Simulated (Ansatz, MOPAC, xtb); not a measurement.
**GaSiH7O (SMILES [SiH3][OH+][GaH3-]): the zero-point energy at each level's own minimum, rung by rung**

GaSiH7O, singlet, SMILES `[SiH3][OH+][GaH3-]`. Each level relaxes the structure for itself.

Each level gives the zero-point energy at each level's own minimum (kJ/mol). The values are calculated.

```tsv
level	kind	program	value (kJ/mol)
MNDO	semi-empirical	MOPAC	156.5
PM6	semi-empirical	MOPAC	157.7
PM6-D3H4	semi-empirical	MOPAC	158.9
GFN2-xTB	semi-empirical	xtb	144.4
HF/STO-3G	Hartree–Fock	Ansatz	191.4
HF/3-21G	Hartree–Fock	Ansatz	167.5
HF/6-31G* (Cartesian functions)	Hartree–Fock	Ansatz	167.5
PBE0-D4/def2-TZVP	global hybrid	Ansatz	158.8
B3LYP/6-31G* (Cartesian functions)	global hybrid	Ansatz	157.8
MP2/6-31G* (Cartesian functions)	perturbation theory	Ansatz	162.3
```

All-electron rows without a relativistic Hamiltonian named are non-relativistic. Harmonic and unscaled. The values span 144.4 to 191.4 kJ/mol. In the correlated wave-function rows the outer d shell of Ga is correlated, in sets not made for it. Without the sets that lack polarisation functions the rows with a basis span only 157.8 to 167.5 kJ/mol.
